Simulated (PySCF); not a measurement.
A geometry optimisation on `C=CCN[SiH2-]`.

Method: PBE0-D3(BJ)/def2-SVP geometry optimisation, gas phase (PySCF 2.14.0). Start geometry: GFN2-xTB. The input is one job of a driver script: a line of settings, then coordinates in Å.

Input:
```
{"job": {"xc": "PBE0", "basis": "def2-SVP", "d3": "d3bj", "grid": 1, "kind": "geom"}, "charge": -1, "multiplicity": 1}
C     -2.176538     0.851438     0.129892
C     -1.398430    -0.227727    -0.044688
C      0.026311    -0.310825     0.353876
N      0.876165    -0.162380    -0.819755
Si     2.615346    -0.343025    -0.611049
H     -1.834637     1.703177     0.697702
H     -3.170876     0.923147    -0.286203
H     -1.763951    -1.055633    -0.642729
H      0.244044     0.451262     1.131350
H      0.258867    -1.296081     0.775317
H      0.630980     0.692277    -1.304101
H      2.699004    -1.707944     0.000881
H      2.989326     0.482800     0.601780
```

Output:
```
step   0  E = -462.78936174  max force = 0.039636
step   1  E = -462.79839839  max force = 0.015946
step   2  E = -462.79975925  max force = 0.004874
step   3  E = -462.80003023  max force = 0.003311
step   4  E = -462.80008853  max force = 0.002455
step   5  E = -462.80022861  max force = 0.001359
step   6  E = -462.80031209  max force = 0.001107
step   7  E = -462.80034864  max force = 0.000701
step   8  E = -462.80035521  max force = 0.000197
optimisation converged
```

Energies in Eh; «max force» is the largest Cartesian gradient component in Eh/bohr.

Give the first gradient maximum in eV/Å.

With 1 Eh/bohr = 51.422 eV/Å, 2.038 eV/Å.

How much energy does the optimisation release, in kcal/mol?

E(step 0) − E(last step) = 0.010993 Eh, which is 6.9 kcal/mol.

Summary of the converged run: final energy -462.80036 Eh after 8 steps.

Where do the atoms end?

0.254 Å rms from the input after alignment:
```
atom  x, y, z in Å
C1    -2.3125    0.7365    0.2627
C2    -1.3690   -0.1386   -0.0990
C3     0.0799   -0.0935    0.2878
N4     0.9358   -0.1207   -0.8618
Si5    2.7410   -0.4698   -0.7270
H6    -2.0749    1.5795    0.9221
H7    -3.3488    0.6513   -0.0813
H8    -1.6233   -0.9588   -0.7843
H9     0.2429    0.7644    0.9869
H10    0.3085   -0.9965    0.8860
H11    0.7512    0.6828   -1.4574
H12    2.5814   -1.8611   -0.0390
H13    3.0277    0.2273    0.6590
```

Rough CPU time on one thread of a shared machine: about 1.6 min.
Labels such as C1 count atoms from 1, the log's own numbers from 0.
